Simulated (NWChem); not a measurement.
Everything below was run with NWChem. System: hydrogen selenide (H₂Se), charge 0, spin multiplicity 1, at a geometry optimised with PBE0/def2-SVP. Level: CR-CCSD(T)/3-21G, 9 core orbitals frozen.

Job file:

```
start mol
memory heap 100 mb stack 700 mb global 1900 mb
geometry units angstroms nocenter noautoz
  Se     0.000000     0.000000    -0.057076
  H      1.050246     0.000000     0.970291
  H     -1.050246     0.000000     0.970291
  symmetry group C2v
end
basis spherical
  * library 3-21g
end
scf
  rhf
  nopen 0
  maxiter 100
  thresh 1e-7
  semidirect memsize 60000000 filesize 0
end
tce
  freeze core 9
  cr-ccsd(t)
  2eorb
  2emet 13
  thresh 1e-6
  maxiter 100
  tilesize 24
end
task tce energy
```

Part of the output:

```
             Northwest Computational Chemistry Package (NWChem) 7.3.0
             --------------------------------------------------------

                                NWChem Input Module
                                -------------------

 Scaling coordinates for geometry "geometry" by  1.889725989
 (inverse scale =  0.529177249)

 Turning off AUTOSYM since
 SYMMETRY directive was detected!

                             Geometry "geometry" -> ""
                             -------------------------

 Output coordinates in angstroms (scale by  1.889725989 to convert to a.u.)

  No.       Tag          Charge          X              Y              Z
 ---- ---------------- ---------- -------------- -------------- --------------
    1 Se                  34.0000     0.00000000     0.00000000    -0.05707600
    2 H                    1.0000     1.05024600     0.00000000     0.97029100
    3 H                    1.0000    -1.05024600     0.00000000     0.97029100

 Effective nuclear repulsion energy (a.u.)      24.7444849950

            Nuclear Dipole moment (a.u.)
            ----------------------------
        X                 Y               Z
 ---------------- ---------------- ----------------
     0.0000000000     0.0000000000    -0.0000037795

      Symmetry information
      --------------------

 Group name             C2v
 Group number             16
 Group order               4
 No. of unique centers     2

      Symmetry unique atoms

     1    2


 Summary of "ao basis" -> "" (spherical)
 ------------------------------------------------------------------------------
       Tag                 Description            Shells   Functions and Types
 ---------------- ------------------------------  ------  ---------------------
 *                           3-21g                    on all atoms

 Summary of "ao basis" -> "ao basis" (spherical)
 ------------------------------------------------------------------------------
       Tag                 Description            Shells   Functions and Types
 ---------------- ------------------------------  ------  ---------------------
 Se                          3-21g                  10       22   5s4p1d
 H                           3-21g                   2        2   2s

                                 NWChem SCF Module
                                 -----------------

  ao basis        = "ao basis"
  functions       =    26
  atoms           =     3
  closed shells   =    18
  open shells     =     0
  charge          =   0.00
  wavefunction    = RHF
  use symmetry    = T
  symmetry adapt  = T

 Summary of "ao basis" -> "ao basis" (spherical)
 ------------------------------------------------------------------------------
       Tag                 Description            Shells   Functions and Types
 ---------------- ------------------------------  ------  ---------------------
 Se                          3-21g                  10       22   5s4p1d
 H                           3-21g                   2        2   2s

      Symmetry analysis of basis
      --------------------------

        a1         13
        a2          1
        b1          7
        b2          5

 Forming initial guess at       0.1s

      Superposition of Atomic Density Guess
      -------------------------------------

 Sum of atomic energies:       -2389.45012897

      Non-variational initial energy
      ------------------------------

 Total energy =   -2389.590873
 1-e energy   =   -3381.336923
 2-e energy   =     967.001565
[...]
 Vector   20  Occ=0.000000D+00  E= 1.947997D-01  Symmetry=a1
              MO Center=  1.0D-15, -1.4D-16,  5.6D-01, r^2= 3.1D+00
   Bfn.  Coefficient  Atom+Function         Bfn.  Coefficient  Atom+Function
  ----- ------------  ---------------      ----- ------------  ---------------
    24     -1.155015  2 H  s                 26     -1.155015  3 H  s
    14      1.148007  1 Se s                 17      1.138003  1 Se pz
    13      0.253920  1 Se pz                 6     -0.190746  1 Se s
     9     -0.173484  1 Se pz                10      0.165446  1 Se s

 Vector   21  Occ=0.000000D+00  E= 6.720051D-01  Symmetry=b1
              MO Center=  1.1D-16,  6.0D-17, -1.3D-01, r^2= 2.7D+00
   Bfn.  Coefficient  Atom+Function         Bfn.  Coefficient  Atom+Function
  ----- ------------  ---------------      ----- ------------  ---------------
    11      1.408322  1 Se px                15     -1.363831  1 Se px
     7     -0.440844  1 Se px                23      0.175605  2 H  s
    25     -0.175605  3 H  s

 center of mass
 --------------
 x =   0.00000000 y =   0.00000000 z =  -0.05950663

 moments of inertia (a.u.)
 ------------------
           7.408171067989           0.000000000000           0.000000000000
           0.000000000000          15.347702396329           0.000000000000
           0.000000000000           0.000000000000           7.939531328340

  Mulliken analysis of the total density
  --------------------------------------

    Atom       Charge   Shell Charges
 -----------   ------   -------------------------------------------------------
    1 Se  34    34.00   2.00  2.00  5.99  2.00  5.96  0.79  2.01  1.12  2.12 10.00
    2 H    1     1.00   0.42  0.58
    3 H    1     1.00   0.42  0.58

       Multipole analysis of the density wrt the origin
       ------------------------------------------------

     L   x y z        total         open         nuclear
     -   - - -        -----         ----         -------
     0   0 0 0     -0.000000      0.000000     36.000000

     1   1 0 0     -0.000000      0.000000      0.000000
     1   0 1 0     -0.000000      0.000000      0.000000
     1   0 0 1      0.452975      0.000000     -0.000004

     2   2 0 0    -13.504737      0.000000      7.877887
     2   1 1 0     -0.000000      0.000000      0.000000
     2   1 0 1     -0.000000      0.000000      0.000000
     2   0 2 0    -16.512615      0.000000      0.000000
     2   0 1 1      0.000000      0.000000      0.000000
     2   0 0 2    -14.443569      0.000000      7.119595

                   NWChem Extensible Many-Electron Theory Module
                   ---------------------------------------------


            General Information
            -------------------
      Number of processors :     1
         Wavefunction type : Restricted Hartree-Fock
          No. of electrons :    36
           Alpha electrons :    18
            Beta electrons :    18
           No. of orbitals :    52
            Alpha orbitals :    26
             Beta orbitals :    26
        Alpha frozen cores :     9
         Beta frozen cores :     9
     Alpha frozen virtuals :     0
      Beta frozen virtuals :     0
         Spin multiplicity : singlet
    Number of AO functions :    26
       Number of AO shells :    14
        Use of symmetry is : on
      Symmetry adaption is : on
         Schwarz screening : 0.10D-09

          Correlation Information
          -----------------------
          Calculation type : Coupled-cluster singles & doubles w/ perturbation
   Perturbative correction : Completely renormalized (T)
            Max iterations :      100
        Residual threshold : 0.10D-05
     T(0) DIIS level shift : 0.00D+00
     L(0) DIIS level shift : 0.00D+00
     T(1) DIIS level shift : 0.00D+00
     L(1) DIIS level shift : 0.00D+00
     T(R) DIIS level shift : 0.00D+00
     T(I) DIIS level shift : 0.00D+00
   CC-T/L Amplitude update :  5-th order DIIS
                I/O scheme : Global Array Library
        L-threshold :  0.10D-05
        EOM-threshold :  0.10D-05
 no EOMCCSD initial starts read in
 TCE RESTART OPTIONS
 SLICE:      F
 D4D5:       F
 quantumc:   F
 qrotation:  F
 pwtce:      F
 qducc:      F
 nacto:                         0
 nrotv:                         0
 nrot:                          0

            Memory Information
            ------------------
          Available GA space size is     249036124 doubles
          Available MA space size is     104855412 doubles

 Maximum block size supplied by input
 Maximum block size        24 doubles

 tile_dim =      4

 -------------------------------------------------

 Global array virtual files algorithm will be used

 Parallel file system coherency ......... OK

 4-electron integrals stored in orbital form

 v2    file size   =             5229
 4-index algorithm nr.  13 is used
 imaxsize =       30
 imaxsize ichop =        0


CCSD iterations
 ---------------------------------------------------------
 Iter          Residuum       Correlation     Cpu    Wall
 ---------------------------------------------------------
    1   0.0815821852642  -0.0539168348758     0.1     0.1
    2   0.0273773324736  -0.0652141165057     0.1     0.1
    3   0.0109788893814  -0.0683474092709     0.1     0.1
    4   0.0047380990489  -0.0694374395292     0.1     0.1
    5   0.0021420865108  -0.0698623235749     0.1     0.1
    6   0.0001661778338  -0.0701792847959     0.1     0.1
    7   0.0000661239289  -0.0701768530242     0.1     0.1
    8   0.0000323746938  -0.0701773879217     0.1     0.1
    9   0.0000168295416  -0.0701776973798     0.1     0.1
   10   0.0000089338531  -0.0701778781375     0.1     0.1
   11   0.0000007548383  -0.0701780779641     0.1     0.1
 -----------------------------------------------------------------
 Iterations converged
 CCSD correlation energy / hartree =        -0.070178077964068
 CCSD total energy / hartree       =     -2389.682464381630325

 Singles contributions

 Doubles contributions
 CR-CCSD(T)

 CR-CCSD[T]  correction energy / hartree =        -0.000455832594749
 CR-CCSD[T] correlation energy / hartree =        -0.070633910558816
 CR-CCSD[T] total energy / hartree       =     -2389.682920214224850
 CR-CCSD(T)  correction energy / hartree =        -0.000452924646960
 CR-CCSD(T) correlation energy / hartree =        -0.070631002611027
 CR-CCSD(T) total energy / hartree       =     -2389.682917306277432

 Task  times  cpu:        2.2s     wall:        2.2s

 Total times  cpu:        2.2s     wall:        2.2s
```
